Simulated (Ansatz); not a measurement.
Breaking a bond: SMILES [BeH2]. The Be1–H3 bond (Be1 also carries H; H3 carries nothing else) is stretched with both fragments frozen at the PBE0/def2-TZVP optimised geometry.

Method: full CI/aug-cc-pVDZ, frozen core (Ansatz, a quantum-chemistry and plane-wave program).

Q: Relative to R = 1.34 Å, what are the energies at R = 1.82, 3.27, 4.04, 4.72 Å?

A: 91.4 kJ/mol at 1.82 Å, 360.7 kJ/mol at 3.27 Å, 386.3 kJ/mol at 4.04 Å, 390.7 kJ/mol at 4.72 Å.
